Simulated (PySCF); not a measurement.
The vertical singlet excitations below were computed for one of the candidates. Method used: TDDFT CAM-B3LYP/def2-SVPD, vertical, gas phase, core orbitals frozen in the response (PySCF). Geometries: GFN2-xTB, one conformer each.

| state | E (eV) | λ (nm) | f |
| --- | --- | --- | --- |
| S1 | 5.17 | 239.9 | 0.018 |
| S2 | 5.87 | 211.2 | 0.0049 |
| S3 | 6.15 | 201.8 | 0.0087 |
| S4 | 6.49 | 191.0 | 0.138 |
| S5 | 6.65 | 186.3 | 0.014 |
| S6 | 6.92 | 179.1 | 0.0000 |
| S7 | 7.00 | 177.1 | 0.020 |
| S8 | 7.49 | 165.5 | 0.0006 |

Triplets computed (Tamm–Dancoff): 4.82, 5.50, 5.95 eV.

Question: Which candidate is it? All have the formula C2H11NSi2.
A. `C[Si@@H](N)C[SiH3]`
B. `CC[SiH2][SiH2]N`
C. `CN([SiH2][SiH3])C`

Answer: C. Its S1, at 5.17 eV, is the lowest among the candidates; the nearest of the others has S1 at 5.86 eV. S1 is HOMO→LUMO (95%). Löwdin shares by element: HOMO nitrogen 50%, silicon 16%, carbon 8% or more (atoms not listed hold the other 26%); LUMO silicon 42%, carbon 16% (atoms not listed hold the other 41%). At the same level the other candidates give, for their lowest levels:
- `C[Si@@H](N)C[SiH3]`: 6.56 eV (f 0.019); 7.47 eV (f 0.017); 7.68 eV (f 0.035); 7.98 eV (f 0.020); 8.13 eV (f 0.002); T1 6.20 eV; HOMO -8.73, LUMO 1.10 eV
- `CC[SiH2][SiH2]N`: 5.86 eV (f 0.004); 6.88 eV (f 0.047); 7.03 eV (f 0.019); 7.47 eV (f 0.023); 7.49 eV (f 0.035); T1 5.49 eV; HOMO -8.70, LUMO 0.57 eV

Conformer computed: `[CH3:1][N:2]([CH3:3])[SiH2:4][SiH3:5]`: C1–N2–Si4–Si5 74°.
